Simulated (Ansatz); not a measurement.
`BB[SiH2]F` + `N[SiH3]` → `F[SiH2]N[SiH3]` + `BB` at 700 K and 1 bar (cleavage of the Si–B bond).

Isolated molecules relaxed with PBE0-D4/def2-TZVP in Ansatz; ΔE leaves out vibrations. CBS: MP2 limit from def2 TZ/QZ plus the TZ coupled-cluster correction, frozen cores. This one scheme is used for every species. Each species was taken in one conformer, which may not be the lowest.

```json
{"species": "`BB[SiH2]F`", "CCSD(T)/CBS energy (Eh)": "-441.46272", "H − E (kJ/mol)": "206.5", "S (J/(mol·K))": "436.5"}
{"species": "`N[SiH3]`", "CCSD(T)/CBS energy (Eh)": "-346.80422", "H − E (kJ/mol)": "180.7", "S (J/(mol·K))": "336.3"}
{"species": "`F[SiH2]N[SiH3]`", "CCSD(T)/CBS energy (Eh)": "-736.37696", "H − E (kJ/mol)": "238.5", "S (J/(mol·K))": "454.3"}
{"species": "`BB`", "CCSD(T)/CBS energy (Eh)": "-51.92346", "H − E (kJ/mol)": "144.0", "S (J/(mol·K))": "294.9"}
```

H − E and S are ideal-gas, rigid-rotor, harmonic terms from PBE0-D4/def2-TZVP, for one conformer and one mirror image of each species. 1 Eh = 2625.50 kJ/mol, R = 8.31446 J/(mol·K).

By hand: ΔE, ΔH, ΔS and ΔG.

ΔE = (-736.37696) + (-51.92346) − (-441.46272) − (-346.80422) = -0.03348 Eh = -87.9 kJ/mol. Δ(H − E) = 238.5 + 144.0 − 206.5 − 180.7 = -4.7, so ΔH = -92.6 kJ/mol. ΔS = 454.3 + 294.9 − 436.5 − 336.3 = -23.6 J/(mol·K). ΔG = -92.6 − 700 × (-23.6)/1000 = -76.1 kJ/mol.

By hand: the equilibrium constant, and the temperature at which ΔG would vanish if ΔH and ΔS stayed fixed.

log₁₀ K = −ΔG/(RT ln 10) = 5.7. ΔG = 0 at ΔH/ΔS = 3924 K, far beyond where these terms or the molecules hold.

ΔH outweighs TΔS. A doubt of 5 kJ/mol in ΔE shifts log₁₀ K by 0.4 here. Other conformers and mirror images would add mixing entropy, several J/(mol·K) or more a flexible species. These are equilibria of isolated gas molecules and say nothing of rates. Largest T1 diagnostic: 0.014 (customary marks: 0.02 for closed shells, 0.045 for open ones).
